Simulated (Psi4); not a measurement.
H$_{2}$F$_{3}$NSi, singlet, geometry from GFN2-xTB. Base run: CCSD(T)/cc-pVDZ in Psi4 1.11.

Psi4 was given this input:
```
memory 2 GB

molecule mol {
0 1
N     1.667666   -0.283865   -0.127330
Si    0.007504   -0.002494    0.005089
F    -0.794201   -0.986292   -0.937160
F    -0.332927    1.485326   -0.405909
F    -0.669203   -0.182628    1.430723
H     2.044462   -1.214791   -0.156781
H     2.343796    0.389115    0.187964
}

set {
  basis cc-pvdz
  reference rhf
  freeze_core true
}

energy('ccsd(t)')
print_variables()
```

Task: The base was run again with changes. Order these runs by total energy, lowest first: method = mp4 | method = mp3 | method = ccsd.

Result: method = mp4 (ΔE vs base (kcal/mol) -1.83), method = ccsd (ΔE vs base (kcal/mol) 8.89), method = mp3 (ΔE vs base (kcal/mol) 16.18)
